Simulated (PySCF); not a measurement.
# Gas-phase XPS of `C[C](=O)[GeH3]`, computed

C₂H₆GeO.
SMILES with atom numbers: `[CH3:1][C:2](=[O:3])[GeH3:4]`

Structure used (PBE0-D3(BJ)/def2-SVP), in Å, numbered top down from 1:
```
atom  x, y, z in Å
C1    -1.718   -0.334    0.247
C2    -0.469    0.390   -0.181
O3    -0.484    1.502   -0.643
Ge4    1.314   -0.516    0.062
H5    -2.597    0.308    0.098
H6    -1.637   -0.628    1.306
H7    -1.825   -1.266   -0.332
H8     1.897   -0.047    1.407
H9     1.187   -2.053    0.085
H10    2.234   -0.071   -1.083
```

Method: delta-SCF UKS SCAN, pcX-2 on the ionised atom, pcseg-1 elsewhere, spin-free X2C (PySCF 2.14.0). Binding energies are ΔSCF values: E(core-ionised, relaxed orbitals) − E(ground state) at a fixed geometry, referred to the vacuum level.

**Question.** What binding energy does each computed site have?

**Answer.** 
```csv
atom(s),environment,level,binding energy (eV),above the level's lowest (eV),count
C1,methyl carbon next to a carbonyl,C 1s,291.21,0.00,1
C2,carbonyl carbon,C 1s,293.19,+1.98,1
O3,carbonyl oxygen,O 1s,537.93,0.00,1
```

Lowest listed C 1s: C1, bonded to C and 3 H. Highest, 1.98 eV above it: C2, bonded to O (double bond), C and Ge.

**Question.** Which effective nuclear charge Zeff reproduces each element's mean 1s value in the hydrogen-like formula E = 13.606 eV × Zeff²?

**Answer.** C (Z = 6): mean 292.2 eV, Zeff = 4.63, Z − Zeff = 1.37; O (Z = 8): mean 537.9 eV, Zeff = 6.29, Z − Zeff = 1.71. Means run over the listed sites, weighted by atom count.

The unrestricted hole states depart most from a pure doublet (⟨S²⟩ = 0.75; over 0.85 named) for C 1s of C2 (0.86), which makes this value less certain. No level of germanium is listed. Geometry: PBE0-D3(BJ)/def2-SVP; no solvent, vibrations or thermal averaging.
